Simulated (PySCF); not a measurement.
# Dipole response of Re⁺ (rhenium, charge +1)

[Xe] 4f14 5d5 6s1, high-spin 7S determinant. Calculation: PySCF 2.14, in def2-QZVPPD with the def2 core potential (60 electrons) (7s6p4d4f2g, 91 functions); a scalar-relativistic core potential. Coupled (time-dependent) response in atomic units; α is the mean over directions.

```csv
method,mean α (bohr³),C₆ (like pair),S(−4)
UHF,37.87,325.2,642.8
PBE,30.26,256.4,342.4
PBE0,31.39,265.7,382.7
```

S(−4) is the Cauchy moment in α(ω) = α(0) + S(−4) ω² + …

α(iu) at PBE0:

```json
{"u (hartree)": "0", "α(iu) (bohr³)": "31.39"}
{"u (hartree)": "0.0500", "α(iu) (bohr³)": "30.47"}
{"u (hartree)": "0.100", "α(iu) (bohr³)": "28.09"}
{"u (hartree)": "0.200", "α(iu) (bohr³)": "22.02"}
{"u (hartree)": "0.300", "α(iu) (bohr³)": "16.99"}
{"u (hartree)": "0.500", "α(iu) (bohr³)": "11.03"}
{"u (hartree)": "0.750", "α(iu) (bohr³)": "7.389"}
{"u (hartree)": "1.00", "α(iu) (bohr³)": "5.401"}
{"u (hartree)": "1.50", "α(iu) (bohr³)": "3.310"}
{"u (hartree)": "2.00", "α(iu) (bohr³)": "2.246"}
{"u (hartree)": "3.00", "α(iu) (bohr³)": "1.221"}
{"u (hartree)": "5.00", "α(iu) (bohr³)": "0.5137"}
```

For an ion, C₆ is the dispersion term alone; charge-induced terms of lower order in 1/R come first.

Energies and moments cover only the electrons outside the core potential. Spin-orbit coupling, which splits the p, d and f shells strongly at this Z, is absent.
